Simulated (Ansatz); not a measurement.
`CC(C)[O][Ge][OH]` and `CC(C)[O][Sn][SH]` differ in one atom or group.

Ansatz, PBE0-D4/def2-TZVP geometries, multiplicity 1. Each molecule was computed in one conformer, which needn't be the lowest.

Elements past krypton have def2 core potentials. Scalar relativity is left out up to krypton.

| property | `CC(C)[O][Ge][OH]` |
| --- | --- |
| size of the dipole moment (B3LYP/def2-TZVPP) / D | 2.36 |
| HOMO–LUMO gap (PBE0/def2-TZVPP) / eV | 5.74 |
| LUMO energy (PBE/def2-TZVPP) / eV | -2.21 |
| LUMO energy (PBE0/def2-TZVPP) / eV | -1.47 |
| HOMO–LUMO gap (ωB97M-V/def2-TZVPP) / eV | 9.91 |
| LUMO energy (ωB97M-V/def2-TZVPP) / eV | 0.47 |

Question: Give the same properties after the change, and the shifts. (An estimate is asked.)

Answer: Ansatz gave: 
| property | `CC(C)[O][Sn][SH]` | shift |
| --- | --- | --- |
| size of the dipole moment (B3LYP/def2-TZVPP) / D | 1.18 | -1.18 |
| HOMO–LUMO gap (PBE0/def2-TZVPP) / eV | 4.95 | -0.79 |
| LUMO energy (PBE/def2-TZVPP) / eV | -2.79 | -0.58 |
| LUMO energy (PBE0/def2-TZVPP) / eV | -2.17 | -0.70 |
| HOMO–LUMO gap (ωB97M-V/def2-TZVPP) / eV | 8.65 | -1.26 |
| LUMO energy (ωB97M-V/def2-TZVPP) / eV | -0.48 | -0.95 |

With PBE0 the HOMO rises by 0.09 eV and the LUMO falls by 0.70 eV, so the gap narrows by about 0.79 eV. PBE moves the HOMO by -0.13 eV and ωB97M-V by 0.31 eV. Dipoles are sizes alone; their direction can turn.

B3LYP here is the variant with VWN-RPA as its local correlation; programs differ in this.
